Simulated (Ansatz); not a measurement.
`N[Si@@H](Cl)[Si@@H](N)Cl` + H–F → `N[Si@H](Cl)[Si@@H](N)F` + HCl  (ligand exchange at the Si–Cl bond)

Program: Ansatz. Geometries: PBE0-D4/def2-TZVP. ΔE: electronic, gas phase. CCSD(T)/CBS adds triple-zeta CCSD(T) − MP2 to the extrapolated MP2 energy (def2 sets, frozen cores). This one scheme is used for every species. DFT in def2-TZVPP. B3LYP here is the variant with VWN-RPA as its local correlation; programs differ in this. One conformer a species, not always the lowest.

```csv
level,ΔE (kJ/mol),difference from CCSD(T)/CBS
r2SCAN-D4,-33.9,-3.2
PBE0-D4,-25.3,5.4
ωB97X-V,-36.0,-5.3
B2PLYP,-39.7,-9.0
r2SCAN,-35.2,-4.5
PBE0,-30.1,0.6
B3LYP,-43.7,-13.0
MP2/def2-TZVPP,-29.1,1.6
SCS-MP2/def2-TZVPP,-36.3,-5.6
CCSD/def2-TZVPP,-38.8,-8.1
CCSD(T)/def2-TZVPP,-35.8,-5.1
HF/def2-QZVPP,-50.6,-19.9
MP2/def2-QZVPP,-26.8,3.9
HF/CBS(def2),-50.9,-20.2
MP2/CBS(def2),-24.0,6.7
CCSD/CBS(def2),-33.7,-3.0
CCSD(T)/CBS,-30.7,0
```

Largest T1 diagnostic among the species: 0.011.

The D4 term adds +8.8 kJ/mol with B3LYP and +4.8 kJ/mol with PBE0; it sums over pairs of atoms, weighted by their polarisabilities, and B3LYP, whose exchange is more repulsive, gets the larger term. In def2-TZVPP, CCSD(T) changes the Hartree–Fock value by +13.1 kJ/mol (the triples alone add +3.0 kJ/mol) and MP2 by +19.8 kJ/mol.
